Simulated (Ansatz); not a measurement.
The cluster Pb3⁻. Total charge -1; doublet. Geometry PBE0-D4/def2-SVPD; atoms count from 1.

| atom | x (Å) | y (Å) | z (Å) |
| --- | --- | --- | --- |
| Pb1 | -0.091 | 1.748 | 0.198 |
| Pb2 | -1.377 | -0.867 | 0.212 |
| Pb3 | 1.469 | -0.881 | -0.409 |

In the def2 sets Pb takes a core potential; there is no spin–orbit coupling. The structure comes from a short search, and lower isomers may exist.

Q: Estimate the Mulliken populations from the PBE0/def2-TZVPD orbitals of Ansatz.

A: 
| atom | charge (e) | spin (α − β) |
| --- | --- | --- |
| Pb1 | -0.32 | 0.54 |
| Pb2 | -0.36 | -0.08 |
| Pb3 | -0.32 | 0.54 |
Mulliken values and Mayer orders depend strongly on the basis. With diffuse functions, as here, like atoms can get unlike values, and bond orders can come out too low or too high.

Q: Where does the spin sit?

A: Summed by element: Pb 1.00, of 1 unpaired in all. Largest on single atoms: Pb1 0.54, Pb3 0.54, Pb2 -0.08.

Q: And the Mayer bond orders between bonded heavy atoms (over 0.3)?

A: Pb1–Pb2 1.38 (2.91 Å); Pb1–Pb3 1.15 (3.12 Å); Pb2–Pb3 1.39 (2.91 Å).
